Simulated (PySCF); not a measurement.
C5H11NO.
Bonds: C1–C2, C2–N3, N3–C4, C4–O5 (double), N3–C6, C6–C7. Hydrogens: H8, H9, H10 on C1; H11, H12 on C2; H13 on C4; H14, H15 on C6; H16, H17, H18 on C7.

Torsions of this conformer, `[CH3:1][CH2:2][N:3]([CH:4]=[O:5])[CH2:6][CH3:7]`: C1–C2–N3–C4 93°, C2–N3–C4–O5 1°, C2–N3–C6–C7 -79°.

The closed-shell ground state was solved at several levels (PySCF, density fitting, gas phase, non-relativistic). Geometry: PBE0-D3(BJ)/def2-SVP, one conformer, isolated molecule.

| level | basis functions | HOMO (eV) | LUMO (eV) | gap (eV) | dipole (D) |
| --- | --- | --- | --- | --- | --- |
| KT3/pcSseg-1 | 174 | -5.81 | -0.27 | 5.54 | 3.81 |
| CAM-B3LYP/def2-SVPD | 231 | -8.46 | 1.11 | 9.57 | 4.21 |
| PBE0/pcSseg-1 | 174 | -7.02 | 0.76 | 7.78 | 4.04 |

**Question.** Estimate the row for B3LYP/pcJ-1, a basis of 299 functions; the other rows only guide the guess.

**Answer.** HOMO -6.80 eV, LUMO 0.48 eV, gap 7.28 eV, dipole 4.00 D.

**Question.** Over all these levels, which gives the widest orbital gap and which the narrowest?

**Answer.** CAM-B3LYP/def2-SVPD (range-separated hybrid) has the widest, 9.57 eV, and KT3/pcSseg-1 (GGA) the narrowest, 5.54 eV. Functional and basis both differ between the two, so the spread mixes both effects.

**Question.** How far do the dipole and the HOMO energy spread over the levels?

**Answer.** The dipole runs from 3.81 to 4.21 D (mean 4.01 D) and the HOMO from -8.46 to -5.81 eV.
